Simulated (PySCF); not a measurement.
Br₃Sc, SMILES [Br][Sc+]([Br])[Br] (connectivity only; charge and spin as stated), charge +1, multiplicity 2.

Geometry optimised at B3LYP-D3(BJ)/def2-SVP. The geometry has at least one imaginary mode, so it is a saddle point at that level. The multiplicity is an assumed one; other spin states were not compared.

All values below come from B3LYP-D3(BJ)/def2-SVP in PySCF.

Frequencies are harmonic and unscaled.

```csv
mode,ν (cm⁻¹),IR (km/mol),moving atoms (share of kinetic energy)
1,55i,29.1,"Sc 84 %, Br 16 %"
2,37i,1.2,"Br 86 %, Sc 14 %"
3,16,1.4,"Br 86 %, Sc 14 %"
4,200,1.5,Br 98 %
5,239,49.4,"Sc 70 %, Br 30 %"
6,262,10.7,"Sc 68 %, Br 32 %"
```
